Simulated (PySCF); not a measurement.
## Trend along the second period: MTe anions

PBE0 with double-zeta basis sets in PySCF, for the lowest determinant that a PBE0 search found; no spin–orbit coupling. De refers to high-spin ground-configuration atoms (the charge goes to the atom of lower measured ionisation energy or higher electron affinity, which is not always the lowest computed limit). A positive dipole points towards Te; it is taken about the centre of mass and depends on that origin.

| M | basis | charged atom | state (unpaired electrons) | Re (Å) | ωe (cm⁻¹) | De (eV) | μ (D) |
| --- | --- | --- | --- | --- | --- | --- | --- |
| Li | aug-cc-pVDZ/aug-cc-pVDZ-PP | Te− | singlet (closed shell) | 2.395 | 503 | 2.01 | -3.79 |
| B | aug-cc-pVDZ/aug-cc-pVDZ-PP | Te− | singlet (closed shell) | 2.076 | 668 | 4.23 | 4.81 |
| C | aug-cc-pVDZ-PP/aug-cc-pVDZ | Te− | doublet (π ↑) | 2.010 | 683 | 3.71 | 3.85 |
| N | aug-cc-pVDZ-PP/aug-cc-pVDZ | Te− | triplet (π ↑↑) | 1.976 | 644 | 2.68 | 2.91 |
| O | aug-cc-pVDZ-PP/aug-cc-pVDZ | Te− | doublet (π ↑) | 1.924 | 677 | 3.43 | 2.97 |
| F | aug-cc-pVDZ-PP/aug-cc-pVDZ | F− | singlet (closed shell) | 2.026 | 509 | 2.50 | 1.63 |

The shortest bond is that of TeO⁻ (1.924 Å), the longest that of LiTe⁻ (2.395 Å). BTe⁻ is bound most strongly (4.23 eV) and LiTe⁻ least (2.01 eV).

The state changes along the series, so neighbouring rows are not always alike in their bonding.

These are scalar-relativistic numbers at best; spin–orbit coupling would shift them, the dissociation energy most. For an ion De counts to the pair picked by the measured ionisation energies or electron affinities, which need not be the lowest pair at this level. The highest Kohn–Sham level is positive in some of these anions. Much of that is self-interaction error, but it also means that the finite basis helps to hold the extra electron. States were picked by a PBE0 search and need not be the measured ground states.
